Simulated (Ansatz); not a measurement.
Species: sum formula SiN2H3Cl2 (charge 0, doublet). It need not be the lowest isomer of its formula. 
Structure (B3LYP-D3(BJ)/def2-TZVP (Ansatz, a program for electronic structure) minimum search):
```xyz
8

Si    -0.0119    -0.3768    -0.0062
Cl     0.1862     0.9119    -1.6098
Cl    -0.0613     0.7863     1.6904
N      1.3423    -1.4349    -0.1777
N     -1.4015    -1.3306     0.0006
H      2.2246    -1.0997     0.2112
H     -1.4810    -2.1331    -0.6032
H     -2.2864    -1.0023     0.3488
```
Charge 0, spin multiplicity 2.

Basis-set convergence of Hartree-Fock and MP2 correlation energies (hartree) with Ansatz. Correlated levels leave the core frozen unless marked. UHF or UKS for open shells. Spin-orbit coupling is left out. No relativistic terms.

| basis | functions | E(HF) | E(corr, MP2) |
|---|---|---|---|
| cc-pV(D+d)Z | 112 | -1318.72738 | -0.66395 |
| cc-pV(T+d)Z | 219 | ? | ? |

Q: Fill in the missing entries.

A: 
- cc-pV(T+d)Z, E(HF): -1318.81705
- cc-pV(T+d)Z, E(corr, MP2): -0.87057
